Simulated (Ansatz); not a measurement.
Process, species as SMILES: O=BF → F atom + O=[B] (B-O)
B3LYP-D3(BJ)/def2-TZVP geometries, fixed; electronic energies without zero-point terms.

Energies in hartree at PBE with Ansatz (a quantum-chemistry and plane-wave program); the bond dissociation energy is their sum with the coefficients shown, times 627.509 kcal/mol a hartree. All functions are spherical. Open shells are unrestricted. No added dispersion term, no relativity.

```csv
species,coefficient,part,cc-pVDZ,cc-pVTZ,cc-pVQZ
O=BF,-1,PBE,-199.79845,-199.87161,-199.89037
F atom,+1,PBE,-99.62478,-99.66135,-99.67154
[B]=O (B-O),+1,PBE,-99.91333,-99.94520,-99.95435
```

Question: Predict the bond dissociation energy in cc-pV5Z (X = 5): let each PBE step shrink by the ratio of the last two. Compare with the run.

Answer: 
- O=BF: steps -0.07316 and -0.01876, ratio 0.256, so PBE -199.89517 (run: -199.89601).
- F atom: steps -0.03657 and -0.01019, ratio 0.279, so PBE -99.67438 (run: -99.67533).
- [B]=O (B-O): steps -0.03187 and -0.00915, ratio 0.287, so PBE -99.95698 (run: -99.95724).
Predicted 165.54 kcal/mol; the run in cc-pV5Z gives 165.31, a miss of 0.23. Keeping the value in cc-pVQZ, 165.96, would miss by 0.65. All sums are of the energies as printed.
